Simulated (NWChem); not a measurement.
Molecule: CH9NSi2; SMILES C[SiH2]N[SiH3]

```xyz
13

C      0.5813     2.4582    -0.2590
Si    -0.5554     1.0531     0.2435
N      0.3241    -0.4251     0.5463
Si     0.1197    -2.0059    -0.1499
H      1.1353     2.2085    -1.1769
H      0.0017     3.3772    -0.4422
H      1.3145     2.6793     0.5331
H     -1.3217     1.4845     1.4588
H     -1.5298     0.7456    -0.8464
H      1.0154    -0.3707     1.2913
H      1.4269    -2.5582    -0.6285
H     -0.8155    -1.8764    -1.3049
H     -0.4438    -3.0050     0.8147
```
Atoms are numbered in this order, from 1.

Computed with NWChem. All runs use the structure optimised with PBE0/def2-SVP. Not confirmed as a minimum by frequencies. Isolated, static molecule.

GIAO at PBE0/pcSseg-1: principal shieldings of N3 are 234.9, 249.4, 290.6 ppm; an isolated ammonia molecule has σ = 265.6 ppm at the same levels.

Find the isotropic 15N shift, its principal values, the span and the skew.


1. σ(iso) = one third of the sum = 258.3 ppm.
2. δ = σ(reference) − σ = 7.3 ppm against ammonia.
3. δ11, δ22, δ33 = 30.7, 16.2, -25.0 ppm.
4. Span Ω = δ11 − δ33 = 55.7 ppm; skew κ = 3(δ22 − δ(iso))/Ω = 0.48.
